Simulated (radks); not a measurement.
Effect of the nuclear size on neutral barium, [Xe] 6s2. Method: Dirac Kohn-Sham, exchange-only LDA, spin-unpolarised, spherical densities, finite nucleus; Fermi nuclear charge, rms radius 4.8378 fm; computed with a radial shooting solver on a logarithmic mesh with Libxc functionals. The rms radius is varied about that value; shifts are against it.

[
 {"rms radius (fm)": "4.2669", "total energy shift (eV)": "-1.86", "density at nucleus (e/bohr^3)": "3.293e+05", "1s1/2 shift (meV)": "-773", "2s1/2 shift (meV)": "-92.8", "4p1/2 shift (meV)": "0.366", "5s1/2 shift (meV)": "-0.579", "5p1/2 shift (meV)": "0.143"},
 {"rms radius (fm)": "4.4266", "total energy shift (eV)": "-1.36", "density at nucleus (e/bohr^3)": "3.27e+05", "1s1/2 shift (meV)": "-565", "2s1/2 shift (meV)": "-67.8", "4p1/2 shift (meV)": "0.267", "5s1/2 shift (meV)": "-0.423", "5p1/2 shift (meV)": "0.104"},
 {"rms radius (fm)": "4.8378", "total energy shift (eV)": "0", "density at nucleus (e/bohr^3)": "3.214e+05", "1s1/2 shift (meV)": "0.000", "2s1/2 shift (meV)": "0.000", "4p1/2 shift (meV)": "0.000", "5s1/2 shift (meV)": "0.000", "5p1/2 shift (meV)": "0.000"},
 {"rms radius (fm)": "5.2635", "total energy shift (eV)": "1.51", "density at nucleus (e/bohr^3)": "3.162e+05", "1s1/2 shift (meV)": "627", "2s1/2 shift (meV)": "75.3", "4p1/2 shift (meV)": "-0.297", "5s1/2 shift (meV)": "0.470", "5p1/2 shift (meV)": "-0.116"},
 {"rms radius (fm)": "5.4232", "total energy shift (eV)": "2.10", "density at nucleus (e/bohr^3)": "3.144e+05", "1s1/2 shift (meV)": "874", "2s1/2 shift (meV)": "105", "4p1/2 shift (meV)": "-0.413", "5s1/2 shift (meV)": "0.654", "5p1/2 shift (meV)": "-0.161"}
]

Slopes of the eigenvalues against <r^2> in GHz/fm^2, as finite differences over the two radii next to the reference (eigenvalue slopes, not the field-shift constants of lines): 1s1/2 35500, 2s1/2 4270, 4p1/2 -16.8, 5s1/2 26.6, 5p1/2 -6.56.
